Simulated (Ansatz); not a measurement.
Ansatz (a quantum-chemistry and plane-wave program) input (CCSD(T)/aug-cc-pV(D+d)Z):
A basis named .json is the Basis Set Exchange file of that set.

Ansatz 0.2 input:
```yaml
crystal:
  periodic: [false, false, false]
  atoms:
    - {symbol: Si, position_ang: [-0.00000000, -0.00000000, -1.08888770]}
    - {symbol: S, position_ang: [0.00000000, 0.00000000, 0.95277674]}
basis:
  gaussian:
    orbitals: aug-cc-pV_D+d_Z.json
total_charge: -1
magnetization: {spin_polarized: true, initial_magnetization: 1}
correlation: {method: ccsd_t, electrons: outside_noble_gas}
output: {forces: true}
```

End of the output:

```
cycle   6  -6.69771154 eV  change   -1.5e-4 eV  update   1.5e-4
cycle   7  -6.69773493 eV  change   -2.3e-5 eV  update   7.2e-5
cycle   8  -6.69774970 eV  change   -1.5e-5 eV  update   3.1e-5
cycle   9  -6.69774730 eV  change    2.4e-6 eV  update   1.4e-5
cycle  10  -6.69774557 eV  change    1.7e-6 eV  update   6.1e-6
cycle  11  -6.69774628 eV  change   -7.1e-7 eV  update   2.7e-6
cycle  12  -6.69774630 eV  change   -1.4e-8 eV  update   1.1e-6
cycle  13  -6.69774629 eV  change    1.2e-8 eV  update   4.9e-7
cycle  14  -6.69774624 eV  change    4.3e-8 eV  update   2.1e-7
perturbative correction -0.34434763 eV, -0.0126545420 hartree
the calculation of the forces begins
Total energy: -18687.60879565 eV, -686.7569563238 hartree
Atom 0 at    -0.000000    -0.000000    -1.088888 Å, force    -0.000000     0.000000    -0.406008 eV/Å
Atom 1 at     0.000000     0.000000     0.952777 Å, force     0.000000    -0.000000     0.406008 eV/Å
Dipole moment:    -0.000000    -0.000000     0.190458 e Å
```
